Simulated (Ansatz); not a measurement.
Calculated with Ansatz (gas phase, PBE0-D4/def2-TZVP geometries, no zero-point term in ΔE). CCSD(T)/CBS is the MP2 limit (def2-TZVPP, def2-QZVPP) plus CCSD(T) − MP2 in def2-TZVPP, frozen cores. This one scheme is used for every species. Functionals use def2-TZVPP. Each species was taken in one conformer, which may not be the lowest.

Consider the formal exchange of groups at a C–Cl bond: `N[SiH](Cl)CCl` + `N[SiH3]` → `N[SiH2]C[SiH](N)Cl` + HCl.

`N[SiH](Cl)CCl`:

```xyz
10

N    -1.107    1.145   -0.253
Si    0.460    0.495   -0.263
Cl    1.748    1.259    1.163
C     0.330   -1.348    0.054
Cl   -0.664   -1.646    1.509
H    -1.736    0.890    0.493
H    -1.274    2.086   -0.572
H     1.093    0.776   -1.572
H     1.305   -1.803    0.224
H    -0.157   -1.853   -0.782
```

`N[SiH3]`:

Cartesian coordinates in Å:
```
N -0.994 -0.151 0.357
Si 0.646 0.065 -0.117
H -1.516 -0.935 0.001
H -1.590 0.653 0.466
H 1.349 -1.231 0.070
H 0.866 0.489 -1.533
H 1.240 1.110 0.756
```

`N[SiH2]C[SiH](N)Cl`:

Z-matrix (Å, degrees):
```
Si
C 1 1.875
N 1 1.735 2 110.6
H 1 1.488 2 110.6 3 -116.5
H 1 1.490 2 108.1 3 124.9
Si 2 1.852 1 113.9 3 -26.4
H 2 1.094 1 108.6 3 -148.5
H 2 1.095 1 109.7 3 93.8
H 3 1.009 1 116.9 2 -147.6
H 3 1.011 1 117.3 2 78.9
N 6 1.699 2 109.4 1 69.2
Cl 6 2.096 2 105.8 1 -53.8
H 6 1.480 2 115.1 1 -168.4
H 11 1.007 6 120.9 2 168.4
H 11 1.011 6 116.9 2 -48.1
```

HCl:

Z-matrix (Å, degrees):
```
Cl
H 1 1.279
```

(1) Is it downhill or uphill in electronic energy at CCSD(T)/CBS, and by how much? (Estimate.)

(2) What do these levels give: ωB97M-V, B2PLYP, PBE0, SCS-MP2/def2-TZVPP, CCSD/def2-TZVPP, CCSD(T)/def2-TZVPP? (An estimate is asked.)

Largest T1 diagnostic among the species: 0.010.

## Answers

(1) The calculation gave: Downhill: ΔE = -1.02 eV.

(2) Computed: ωB97M-V -1.03, B2PLYP -0.93, PBE0 -0.95, SCS-MP2/def2-TZVPP -0.98, CCSD/def2-TZVPP -1.02, CCSD(T)/def2-TZVPP -1.04 eV.

From PBE to PBE0 (25 % exact exchange), in def2-TZVPP and without D4, ΔE moves by −0.04 eV. In def2-TZVPP, CCSD(T) changes the Hartree–Fock value by −0.24 eV (the triples alone add −0.02 eV) and MP2 by −0.28 eV. The D4 term adds −0.14 eV with B3LYP and −0.08 eV with PBE0; it sums over pairs of atoms, weighted by their polarisabilities, and B3LYP, whose exchange is more repulsive, gets the larger term.

B3LYP here is the variant with VWN-RPA as its local correlation; programs differ in this.
